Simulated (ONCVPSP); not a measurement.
## What one change does to a pseudopotential (barium, ONCV)

* Element: Ba (Z = 56)
* Generator: ONCVPSP 4.0.1
* Type: optimised norm-conserving Vanderbilt (ONCV)
* Functional: Wu-Cohen
* Relativity: scalar-relativistic
* Frozen core: [Kr] 4d10
* Valence charge: 10
* Reference configuration: 5s2 5p6 6s1.75 (charge +0.25)
* Partial waves: 5s+6s: rc 3.15 bohr, ncon 4, nbas 8, qcut 3.3 1/bohr, 2 projectors; 5p: rc 3.20 bohr, ncon 4, nbas 7, qcut 4.5 1/bohr, 3 projectors, debl 1.2 Ha; d scattering state at 0.03 Ha: rc 3.10 bohr, ncon 4, nbas 8, qcut 2.6 1/bohr, 2 projectors, debl 2.3 Ha
* Local potential: polynomial inside 2.30 bohr (lpopt 5, dvloc0 6 Ha)
* Core correction: polynomial model core, fcfact 0.45

In the d channel the program set the typed energies aside and used 0.050, 2.350 Ha.

Change: p: debl 2.95.

Cutoffs: the cutoffs (Ha) at which the residual kinetic energy of the hardest occupied pseudo-wave falls to 1 and 0.1 mHa per electron; they do not see the model core or the augmentation charge, which bear on the density cutoff. Errors are all-electron minus pseudo energies relative to the spin-unpolarised reference configuration.

Q: What does the change do?

A: The potential gets neither clearly harder nor softer (4.7 Ha and 5.8 Ha → 4.7 Ha and 5.8 Ha); the errors of the 4 common tests hardly move; the range in which the p phases agree widens (upper end 3.1 → at the end of the scan); neither file shows a bound ghost.

| quantity | base | changed |
| --- | --- | --- |
| cutoff, loose | 4.7 Ha | 4.7 Ha |
| cutoff, tight | 5.8 Ha | 5.8 Ha |
| bound ghosts | none | none |
| GHOST(+) flags under 300 eV | s at 264.6 eV | s at 264.6 eV |
| error for 5s2 5p6 6s2, meV [ΔE -0.94 eV] | +0.1 | +0.1 |
| error for 5s2 5p6 6s1, meV [ΔE 4.42 eV] | -0.9 | -0.9 |
| error for 5s2 5p6 6s0, meV [ΔE 14.26 eV] | -6.4 | -6.1 |
| error for 5s1 5p6 6s2, meV [ΔE 37.90 eV] | -343 | -337 |
| s: phases at 3.20 bohr within 0.05 rad from the reference energy up to (Ha; the scan ends near 5) | 2.1 | 2.1 |
| p: phases at 3.24 bohr within 0.05 rad from the reference energy up to (Ha; the scan ends near 5) | 3.1 | to the end of the scan |
| d: phases at 3.14 bohr within 0.05 rad from the reference energy up to (Ha; the scan ends near 5) | 4.1 | 4.1 |
| rms error of d²Exc/dni dnj with the model core, mHa | 2.05 | 2.05 |

Base: The cutoffs count occupied waves only; projector 2 of the d channel, the hardest unoccupied one, needs 12 Ha at the loose tolerance. Changed file: The cutoffs count occupied waves only; projector 3 of the p channel, the hardest unoccupied one, needs 12 Ha at the loose tolerance.
